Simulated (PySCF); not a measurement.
O3S, SMILES O=S(=O)=O (connectivity only; charge and spin as stated), charge +1, multiplicity 2.

Geometry optimised at PBE0-D3(BJ)/def2-TZVP. The geometry has at least one imaginary mode, so it is a saddle point at that level. The multiplicity is an assumed one; other spin states were not compared.

These are TDA-ωB97X/def2-SVPD run with PySCF values and carry that method's errors.

Vertical excitations; the highest root listed may be one member of a degenerate set. The molecule is in vacuum.

Computed lowest excited states:
| state | energy (eV) | λ (nm) | f | main pairs |
|---|---|---|---|---|
| root 1 | 1.59 | 779 | 0.000 | β HOMO−2→LUMO (degenerate set) |
| root 2 | 1.59 | 779 | 0.000 | β HOMO−3→LUMO (degenerate set) |
| root 3 | 2.36 | 525 | 0.020 | β HOMO−1→LUMO (degenerate set) |
| root 4 | 2.36 | 525 | 0.020 | β HOMO→LUMO (degenerate set) |
| root 5 | 5.43 | 228 | 0.019 | β HOMO−4→LUMO (degenerate set) |
| root 6 | 5.43 | 228 | 0.019 | β HOMO−5→LUMO (degenerate set) |
| root 7 | 6.10 | 203 | 0.000 | α HOMO→LUMO 17 %, β HOMO−6→LUMO 82 % |
| root 8 | 6.32 | 196 | 0.000 | α HOMO−1→LUMO, β HOMO−3→LUMO+1 (degenerate set) |
| root 9 | 6.32 | 196 | 0.000 | α HOMO−2→LUMO, β HOMO−2→LUMO+1 (degenerate set) |
| root 10 | 6.60 | 188 | 0.000 | β HOMO−1→LUMO+1 98 % |
Unrestricted roots are not spin-pure.
